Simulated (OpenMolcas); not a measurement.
V4+ among 6 point charges of -2.2 e arranged as a tetragonal octahedron (D4h), 1.9 Å from the ion, with the axial distance 2.356 Å.

```json
{
 "Program": "OpenMolcas",
 "Method": "CASSCF",
 "Basis": "ANO-RCC-VDZP [5s4p2d1f]",
 "Scalar Hamiltonian": "DKH2, point nucleus",
 "Active space": "1 electron in 5 orbitals (3d)",
 "State averaging": "2S+1 = 2 even, 5 roots",
 "Spin-orbit coupling": "state interaction with AMFI integrals over the reference wave functions"
}
```

**Question.** What is the spin-free ground state (labels of D4, the rotations of D4h)?

**Answer.** 2E, 2-fold in its orbital part, 100 % from free-ion D terms; it has the highest spin that d1 allows.

**Question.** Where is the first state of the same spin?

**Answer.** 2A1 at 1520 cm-1 above the ground state.

**Question.** What are the lowest two levels with spin-orbit coupling?

**Answer.** A 2-fold level E1/2 with g = 0.05, 0.76, 0.76, then a 2-fold level E3/2 275.3 cm-1 above it. Their leading multiplicities are 2 (100 %) and 2 (100 %).

**Question.** What is χT at 300 K, and how does it compare with the textbook value?

**Answer.** The lowest level has 2S+1 = 2, for which the spin-only value is χT = S(S+1) / 2 = 0.375 cm3 K/mol (g = 2). The computed 0.345 at 300 K differs by -0.030, through orbital momentum, spin-orbit coupling and any other state in reach.

An orbital doublet at a regular site is open to a Jahn-Teller distortion, which this geometry leaves out. Point charges carry no covalency, so the field is a model and not that of real ligands. No measured value stands beside these numbers.
